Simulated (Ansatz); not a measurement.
Basis-set extrapolation for CH$_{6}$AlBOSi, SMILES `C[Si]1(O)[BH][AlH]1` (PBE0-D4/def2-TZVP geometry, frozen core, the Gaussian-basis code of Ansatz). Multiplicity 1, RHF reference.

|  | def2-TZVPP | def2-QZVPP |
| --- | --- | --- |
| HF | -671.794704 | -671.816833 |
| MP2 correlation | -0.725731 | -0.776653 |
| CCSD(T) correlation | -0.800964 | not run |

Energies in hartree. Use E(X) = E(∞) + A·exp(−7.88·√X) for Hartree–Fock and E(X) = E(∞) + B·X^(−2.97) for correlation, with X = 3 and 4, and add CCSD(T) minus MP2 of the smaller set to the MP2 limit.

**Question.** What is the CCSD(T) energy at the basis-set limit?

**Answer.** HF limit: -671.816833 + (-0.022129) × 0.13774 = -671.81988. MP2 limit: -0.776653 + (-0.050922) × 0.74074 = -0.81437. Higher-order term: -0.800964 − (-0.725731) = -0.07523. Total: -672.70948 hartree, 298.8 kJ/mol below CCSD(T)/def2-TZVPP.
